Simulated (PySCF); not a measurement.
Structure problem from calculated spectra and properties.

Formula: C5H6OS.

- Triplet: lowest triplet excitation (Tamm–Dancoff): 3.74 eV [TDA B3LYP/def2-SVPD]
- Polarisability: 81.1 au [B3LYP/def2-SVPD]
- NMR, other nuclei: isotropic shieldings of nuclei other than C and H, by class: 269 (1 O), 368 (1 S) ppm [GIAO HF/pcSseg-2]
- 13C NMR: chemical shifts (computed TMS as zero) by class: 167.5 (1 C), 144.8 (1 C), 128.0 (1 C), 104.0 (1 C), 53.1 (1 C) ppm [GIAO HF/pcSseg-2]
- Dipole: 1.07 D [B3LYP/def2-SVPD]
- UV, strongest line: among the 10 lowest singlet transitions: S4 at 5.96 eV (208 nm, f = 0.092) [TDDFT B3LYP/def2-SVPD]
- 1H NMR: chemical shifts (computed TMS as zero) by class: 7.56 (1 H), 6.94 (1 H), 6.14 (1 H), 3.59 (3 H) ppm [GIAO HF/pcSseg-2]
- Rotational structure: rotational constants A, B, C: 5.693, 1.571, 1.241 GHz [PBE0-D3(BJ)/def2-SVP]

Electronic properties: PySCF, gas phase, density fitting. Levels stand in brackets. One conformer (not necessarily the lowest) at the PBE0-D3(BJ)/def2-SVP geometry, without solvent, vibrations or thermal averaging. Each NMR value is the plain mean over a class of atoms that symmetry, rotation or inversion makes alike.

Question: Give a SMILES that accounts for the data.

Answer: Numbering: `[CH3:1][O:2][c:3]1[cH:4][cH:5][s:6][cH:7]1`. Its formula, C5H6OS, gives 3 degrees of unsaturation: 1 ring and 2 π bonds in the structure found (Kekulé form). 5 carbons fall into 5 classes; from least to most shielded: aromatic carbon bearing oxygen [C3] (167.5 ppm), aromatic CH next to a ring sulfur [C5] (144.8 ppm), aromatic CH carbon [C4] (128.0 ppm), aromatic CH next to a ring sulfur [C7] (104.0 ppm), methoxy carbon [C1] (53.1 ppm). Hydrogen classes from least to most shielded: 1 H on an aromatic CH next to a ring sulfur, C5 (7.56 ppm), 1 H on an aromatic CH carbon, C4 (6.94 ppm), 1 H on an aromatic CH next to a ring sulfur, C7 (6.14 ppm), 3 H on a methoxy carbon, C1 (3.59 ppm). The other shieldings belong to: 269 ppm, aryl ether oxygen [O2]; 368 ppm, thiophene-type sulfur [S6]. The optimised geometry has point group Cs and is an asymmetric top. Structure: `COc1ccsc1`. Computed isomers that give other values at the same levels: `COc1cccs1` (rotational constant A: 4.867 GHz; this holds for the one conformer computed); `SCc1ccco1` (rotational constant A: 6.033 GHz; this holds for the one conformer computed); `OCc1cccs1` (rotational constant A: 4.518 GHz; this holds for the one conformer computed). The assignments are read from this structure; whether some other isomer fits the data as well wasn't checked.

The values belong to the conformer `[CH3:1][O:2][c:3]1[cH:4][cH:5][s:6][cH:7]1`: C1–O2–C3–C4 179°.
